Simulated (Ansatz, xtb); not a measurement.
Two isomers of C5H4N2

We compare X, `C#Cc1cn[nH]c1`, a singlet, with Y, `C#Cn1cccn1`, a singlet. Both are isolated molecules in the gas phase, relaxed with PBE-D3(BJ)/def2-SVP.

Estimate which is lower in electronic energy at CCSD(T)/def2-SVP + ΔMP2/def2-TZVPP, and by roughly how much.

The CCSD(T)/def2-SVP + ΔMP2/def2-TZVPP calculation puts structure X lower, by 14.8 kcal/mol.

Level by level:

```
                             level             geometry  E(Y) − E(X) (kcal/mol)  departure from the last row (kcal/mol)  job, with rough time for the two
                          GFN2-xTB             GFN2-xTB                      −1.2                                   −16.0              optimisation, 0.44 s
                         HF/STO-3G             GFN2-xTB                     +10.7                                    −4.1               single point, 1.3 s
                r2SCAN-D4/def2-SVP             GFN2-xTB                     +15.6                                    +0.8               single point, 8.1 s
               PBE-D3(BJ)/def2-SVP  PBE-D3(BJ)/def2-SVP                     +14.7                                    −0.2                optimisation, 45 s
                       HF/def2-SVP  PBE-D3(BJ)/def2-SVP                     +14.6                                    −0.2           part of the CCSD(T) run
                      MP2/def2-SVP  PBE-D3(BJ)/def2-SVP                     +15.8                                    +1.0           part of the CCSD(T) run
                  CCSD(T)/def2-SVP  PBE-D3(BJ)/def2-SVP                     +14.6                                    −0.3                      single point
CCSD(T)/def2-SVP + ΔMP2/def2-TZVPP  PBE-D3(BJ)/def2-SVP                     +14.8                                                       single point, 2 min
```

As drawn, Y has 1 C–N, 1 C–H in place of 1 C–C, 1 N–H.

GFN2-xTB puts the two in the other order. The largest departure from CCSD(T)/def2-SVP + ΔMP2/def2-TZVPP is that of GFN2-xTB, 16.0 kcal/mol. The last row adds to CCSD(T) the change of the MP2 difference between the two basis sets, here +0.3 kcal/mol.

With thermal terms from frequencies at re-optimised GFN2-xTB minima (ideal gas, soft modes damped towards free rotors, one conformer each, 298.15 K, 1 atm): on the last row, ΔE + ΔZPE = +14.6, ΔH = +14.6, ΔG = +14.7 kcal/mol.

The correlated steps freeze 7 core orbitals. Codes used: Ansatz 0.2.0, xtb 6.7.1; the last row on 2 threads of Intel(R) Xeon(R) Processor @ 2.50GHz (Skylake/Cascade Lake) on a shared host.
